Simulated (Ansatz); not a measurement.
Relaxation of C₃H₁₁NOSi (17 atoms, charge 0, multiplicity 1), to a largest force component of 0.02 eV/Å in at most 50 steps.

All numbers below come from RKS PBE0-D4/STO-3G in Ansatz 0.2.0.

```xyz
17
Properties=species:S:1:pos:R:3
C 0.466 -2.388 -0.466
C 1.230 -1.061 -0.520
Si 0.538 0.357 0.509
O 1.633 1.714 0.472
C -1.170 0.837 -0.064
N -1.450 2.253 0.333
H 0.375 -2.738 0.545
H 0.924 -3.090 -1.113
H -0.597 -2.165 -0.806
H 1.310 -0.718 -1.535
H 2.245 -1.280 -0.167
H 2.438 1.343 0.913
H 1.017 2.550 0.274
H -1.252 0.772 -1.119
H -1.920 0.158 0.393
H -2.363 2.535 -0.006
H -1.518 2.330 1.351
```

Q: Where does it end, and by what steps?

A: It converged. Limits of this set-up: minimal basis. After 29 steps the energy has fallen by 4.906 eV; H16 moved furthest, 2.26 Å.

| step | energy less start (eV) | largest force component (eV/Å) | accepted |
| --- | --- | --- | --- |
| 0 | 0.0000 | 6.884 | yes |
| 2 | -3.2052 | 1.948 | yes |
| 4 | -4.0293 | 0.879 | yes |
| 6 | -4.6094 | 1.121 | yes |
| 8 | -4.6906 | 0.361 | yes |
| 10 | -4.7621 | 0.277 | yes |
| 12 | -4.7921 | 0.263 | yes |
| 14 | -4.8049 | 0.160 | yes |
| 16 | -4.8110 | 0.164 | yes |
| 18 | -4.8183 | 0.278 | yes |
| 20 | -4.8299 | 0.477 | yes |
| 22 | -4.8672 | 0.336 | yes |
| 24 | -4.8940 | 0.288 | yes |
| 26 | -4.9024 | 0.090 | yes |
| 28 | -4.9053 | 0.024 | yes |
| 29 | -4.9056 | 0.015 | yes |

```xyz
17
Properties=species:S:1:pos:R:3
C 0.388 -2.138 -0.823
C 1.111 -0.810 -0.498
Si 0.671 -0.145 1.266
O 1.416 1.529 0.818
C -1.062 0.621 0.689
N -0.734 1.824 -0.195
H 0.630 -2.909 -0.079
H 0.668 -2.533 -1.810
H -0.704 -2.014 -0.819
H 0.896 -0.097 -1.307
H 2.192 -1.001 -0.554
H 1.450 2.066 1.673
H 0.531 1.942 0.271
H -1.729 -0.067 0.146
H -1.638 1.026 1.536
H -0.732 1.526 -1.199
H -1.449 2.588 -0.118
```

Time of the run: 110 s on 1 thread of Intel(R) Xeon(R) Platinum 8375C CPU @ 2.90GHz (Ice Lake), with other jobs on the host, peak memory 0.17 GiB.
